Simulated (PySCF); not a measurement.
H6BNO2Si (SMILES OB(O)N[SiH3]), singlet, at a GFN2-xTB geometry. Base run: HF/6-31G, polarisability run with PySCF.

The PySCF input:
```python
from pyscf import gto, scf
from pyscf.prop import polarizability

mol = gto.Mole()
mol.atom = '''
    Si    1.73564029    0.32382527    0.36573646
    N     0.38696513   -0.66633046   -0.09266546
    B    -0.94157810   -0.18002967   -0.19943805
    O    -1.14432465    1.13486494    0.07692494
    O    -2.01618031   -0.94854430   -0.55986719
    H     1.53352435    0.85705701    1.71418324
    H     1.92016479    1.40412475   -0.60503611
    H     2.86217394   -0.61786252    0.33141304
    H     0.55761516   -1.63721249   -0.29323210
    H    -2.05935074    1.40054974   -0.01294948
    H    -1.82991729   -1.86631378   -0.74530255
'''
mol.basis = '6-31g'
mol.verbose = 4
mol.build()

mf = scf.RHF(mol)
mf.kernel()
alpha = mf.Polarizability().polarizability()[2, 2]
print('alpha_zz =', alpha)
```

The base run was repeated with changes; each row names its change, and settings that it needs were set with it.

```json
[
 {"change": "base", "alpha_zz (bohr³)": "30.24", "basis functions": "61"},
 {"change": "finite field (a.u.) = 0.02; conv_tol = 1e-11", "alpha_zz (bohr³)": "30.27", "basis functions": "61"},
 {"change": "basis = 6-31+G*", "alpha_zz (bohr³)": "39.04", "basis functions": "106"},
 {"change": "finite field (a.u.) = 2e-4; conv_tol = 1e-11", "alpha_zz (bohr³)": "30.24", "basis functions": "61"},
 {"change": "functional = pbe0", "alpha_zz (bohr³)": "32.60", "basis functions": "61"},
 {"change": "functional = pbe", "alpha_zz (bohr³)": "33.65", "basis functions": "61"},
 {"change": "finite field (a.u.) = 2e-4; conv_tol = 1e-6", "alpha_zz (bohr³)": "30.17", "basis functions": "61"},
 {"change": "basis = 6-31G*", "alpha_zz (bohr³)": "31.71", "basis functions": "86"},
 {"change": "functional = lda,vwn", "alpha_zz (bohr³)": "34.05", "basis functions": "61"},
 {"change": "finite field (a.u.) = 0.001; conv_tol = 1e-11", "alpha_zz (bohr³)": "30.24", "basis functions": "61"},
 {"change": "finite field (a.u.) = 0.05; conv_tol = 1e-11", "alpha_zz (bohr³)": "30.42", "basis functions": "61"},
 {"change": "basis = cc-pVDZ", "alpha_zz (bohr³)": "36.01", "basis functions": "104"}
]
```

Finite-field rows take the second difference of the energy in a field along z; a small field with loose convergence shows SCF noise divided by the square of the field, and a large one adds hyperpolarisability.
